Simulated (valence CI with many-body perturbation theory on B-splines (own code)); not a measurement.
**Which ion has this spectrum?**

A relativistic CI+MBPT calculation for an atom or ion with 7 electrons gives these levels (eV):

```
  J  Parity       E     g
3/2     odd     0.0  1.31
3/2     odd  1302.2  1.43
5/2     odd  1325.2  1.16
1/2     odd  1376.7  0.62
5/2    even  1641.2  1.44
1/2    even  1745.4  2.00
3/2    even  1746.7  1.17
3/2     odd  2681.7  1.29
3/2    even  2970.6  1.58
5/2    even  3011.6  1.28
1/2    even  3075.2  1.35
3/2    even  3083.6  1.01
3/2     odd  3457.7  1.30
1/2    even  4395.7  1.88
```

The energies are calculated, and their last digits are not significant.

Question: Which is it?
A. Hf65+
B. Ta66+
C. W67+
D. Yb63+

Answer: B. Ta66+, ground level (2s^2 2p1/2^2 2p3/2) J=3/2.
